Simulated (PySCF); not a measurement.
# Rb: electron affinity

Rb⁻ [Kr] 5s2 (1S) → Rb [Kr] 5s1 (2S), as a difference of total energies. Calculation: PySCF 2.14, in aug-cc-pwCVTZ-X2C (10s9p7d3f, 93 functions); scalar relativity by spin-free X2C-1e. Correlated levels: valence: [Kr] frozen. The calculations carry no spin-orbit coupling.

Task: Order these methods by the electron affinity they give, lowest first.
A. CCSD (valence)
B. UHF
C. SCS-MP2 (valence)
D. MP2 (valence)

Result: B (-0.076 eV), D (0.289 eV), C (0.362 eV), A (0.467 eV).

Errors of the correlated levels include the incompleteness of this basis and the frozen core.

A negative affinity means that the anion lies above the atom at that level of theory.

With two correlated electrons CCSD is exact in that space.

The coupled-cluster amplitudes are large for Rb⁻ (T1 above 0.03 or a double amplitude above 0.15), so a single reference is strained.

For comparison: 0.486 eV (measured; photodetachment measurements, as compiled on the Wikipedia data page of electron affinities).
